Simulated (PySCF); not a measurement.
**Dy²⁺ (dysprosium, charge +2) across methods**

[Xe] 4f9 5d1, one real determinant (an excited configuration). All numbers are calculated (PySCF 2.14, the spin-free X2C one-electron Hamiltonian (Gaussian nucleus), in cc-pVTZ-X2C).

```
method   E (hartree)  mean ε 4f α (eV)  mean ε 4f β (eV)  mean ε 5d α (eV)  Σ⟨r²⟩ (bohr²)    ⟨S²⟩
   UHF  -12151.74152           -37.048           -31.076           -20.157          40.77  12.007
r2SCAN     -12156.11           -24.990           -21.269           -16.497          40.84  12.004
  PBE0     -12155.74           -28.000           -23.939           -17.355          40.89  12.003
   PBE     -12155.85           -24.770           -21.278           -16.200          41.12  12.003
```

Task: Estimate the same row for LDA.

Result: E (hartree) = -12147.29; mean ε 4f α (eV) = -25.078; mean ε 4f β (eV) = -21.266; mean ε 5d α (eV) = -16.190; Σ⟨r²⟩ (bohr²) = 41.08; ⟨S²⟩ = 12.003.

⟨L²⟩ = 30.05 against 56 for a pure K term, so this real determinant mixes terms. Spin-orbit coupling, absent here, splits the open shell strongly.
